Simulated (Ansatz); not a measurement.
```xyz
2

Li    0.0000    0.0000   -0.3675
H     0.0000    0.0000    1.1025
```

Basis set: cc-pVDZ (spherical functions). All electrons are correlated. Charge 0, multiplicity 1.

Computed with Ansatz (development build ahead of 0.2.0); each method stands on the lowest determinant of its kind that the runs found. Restricted open shells among the atoms or ions are ROHF, correlated in semicanonical orbitals with singles.

Task: Give the atomization energy at this shape (free ground-state atoms in the same class of orbitals less the molecule, no zero-point energy) of singlet LiH by RHF-MP2, RHF.

Result:

```json
{"method": "RHF-MP2", "atomization energy": "45.16 kcal/mol"}
{"method": "RHF", "atomization energy": "30.76 kcal/mol"}
```
